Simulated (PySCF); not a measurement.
Field gradients from PBE0/pcSseg-1 densities (PySCF, non-relativistic) at GFN2-xTB geometries, isolated species, one conformer each; χzz is the principal value of largest magnitude, with Q(14N) = 0.02044 b. GFN2-xTB bond lengths can be off by several hundredths of an ångström, more for odd bonds, and the gradients follow them. With a basis this small, the couplings can be 20 % off.

These 14N couplings (χzz in MHz, η) are listed in rising order: (-5.833, 0.04); (-5.467, 0.38); (-5.114, 0.38); (-4.876, 0.39); (-4.505, 0.29); (-2.712, 0.08). Assign them to: the pyridine-type nitrogen of `C#CCc1ccncc1`; N7 (silicon-bound nitrogen) in `[CH3:1][C@:2]1(/[CH:3]=[CH:4]\[F:5])[CH2:6][NH:7][SiH2:8][NH:9]1`; the pyrrole-type nitrogen of `C#CP(C)n1cccc1`; the enamine nitrogen of `CN1C=CCC1`; the imine nitrogen of `[H]/N=C\C1CCC1`; the silicon-bound nitrogen of `CC(C)[Si](N)([SiH3])[SiH3]`.

-5.833 MHz, η 0.04: the enamine nitrogen of `CN1C=CCC1`; -5.467 MHz, η 0.38: the pyridine-type nitrogen of `C#CCc1ccncc1`; -5.114 MHz, η 0.38: N7 (silicon-bound nitrogen) in `[CH3:1][C@:2]1(/[CH:3]=[CH:4]\[F:5])[CH2:6][NH:7][SiH2:8][NH:9]1`; -4.876 MHz, η 0.39: the imine nitrogen of `[H]/N=C\C1CCC1`; -4.505 MHz, η 0.29: the silicon-bound nitrogen of `CC(C)[Si](N)([SiH3])[SiH3]`; -2.712 MHz, η 0.08: the pyrrole-type nitrogen of `C#CP(C)n1cccc1`.

All sites together:

```
nucleus                                                                                             site  Vzz (au)     η  χzz (MHz)
    14N                                                       the pyridine-type nitrogen of C#CCc1ccncc1    -1.138  0.38     -5.467
    14N  N7 (silicon-bound nitrogen) in [CH3:1][C@:2]1(/[CH:3]=[CH:4]\[F:5])[CH2:6][NH:7][SiH2:8][NH:9]1    -1.065  0.38     -5.114
    14N                                                      the pyrrole-type nitrogen of C#CP(C)n1cccc1    -0.565  0.08     -2.712
    14N                                                                the enamine nitrogen of CN1C=CCC1    -1.215  0.04     -5.833
    14N                                                             the imine nitrogen of [H]/N=C\C1CCC1    -1.015  0.39     -4.876
    14N                                         the silicon-bound nitrogen of CC(C)[Si](N)([SiH3])[SiH3]    -0.938  0.29     -4.505
```
